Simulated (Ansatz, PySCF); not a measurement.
Species: CH2NO, charge 1, multiplicity 1. It need not be the lowest isomer of its formula. 
Coordinates optimised at B3LYP-D3(BJ)/def2-TZVP (Ansatz, a program for electronic structure):
```xyz
5

N     -1.0662     0.2609     0.2152
C      0.1427    -0.0349    -0.0288
O      1.2156    -0.2974    -0.2454
H     -1.6361    -0.3425     0.8095
H     -1.4816     1.1053    -0.1801
```
Charge +1, spin multiplicity 1.

Quantity: vertical electron affinity (to the doublet state of charge +0; a negative value means that the extra electron is unbound and the number depends on the basis; each state is the SCF solution reached for its spin), in eV. Valence correlation only, unless marked. Open shells are spin-unrestricted. Spin-orbit coupling is left out. No relativistic terms. CBS marks a two-point X^-3 extrapolation of the correlation energy; Hartree-Fock from the larger set. The bracket is a focal-point correction in the basis named.

```
level                                                          program  vertical electron affinity (eV)
-------------------------------------------------------------  -------  -------------------------------
HF/aug-cc-pVTZ                                                  Ansatz                             5.09
SVWN5/def2-TZVPD                                                Ansatz                             5.79
B3LYP/def2-TZVPD                                                Ansatz                             5.81
M06-2X/def2-TZVPD                                                PySCF                             5.67
MP2/aug-cc-pVTZ                                                 Ansatz                             5.19
CCSD/aug-cc-pVDZ                                                Ansatz                             5.25
CCSD(T)/aug-cc-pVDZ                                             Ansatz                             5.21
CCSD(T)/aug-cc-pVTZ                                             Ansatz                             5.37
RI-MP2/CBS(aug-cc-pVTZ,aug-cc-pVQZ)+[CCSD(T)-MP2]/aug-cc-pVDZ   Ansatz                             5.46
RI-MP2/CBS(aug-cc-pVTZ,aug-cc-pVQZ)+[CCSD(T)-MP2]/aug-cc-pVTZ   Ansatz                             5.46
```
